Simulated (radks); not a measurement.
The numbers below are computed, except where a source is named.
Rb+, configuration [Kr]. Code: a radial shooting solver on a logarithmic mesh with Libxc functionals. Model: Dirac Kohn-Sham, exchange-only PBE, spin-unpolarised, spherical densities, finite nucleus; Fermi nuclear charge, rms radius 4.2036 fm.

Unscreened Slater integrals over Kohn-Sham orbitals (eV). Large and small components are both included.

F0(4p3/2,4p3/2): 14.137
F2(4p3/2,4p3/2): 7.3380
F0(4p3/2,4p1/2): 14.296
G2(4p3/2,4p1/2): 7.4140
F0(4p3/2,4s1/2): 15.310
G1(4p3/2,4s1/2): 10.099
F0(4p3/2,3d5/2): 18.550
F2(4p3/2,3d5/2): 3.8124
G1(4p3/2,3d5/2): 1.2312
G3(4p3/2,3d5/2): 1.1521
F0(4p1/2,4p1/2): 14.461
F0(4p1/2,4s1/2): 15.517
G1(4p1/2,4s1/2): 10.353
F0(4p1/2,3d5/2): 18.934
G3(4p1/2,3d5/2): 1.2136
F0(4s1/2,4s1/2): 16.854
F0(4s1/2,3d5/2): 21.567
G2(4s1/2,3d5/2): 1.7830
F0(3d5/2,3d5/2): 47.248
F2(3d5/2,3d5/2): 22.826
F4(3d5/2,3d5/2): 14.404
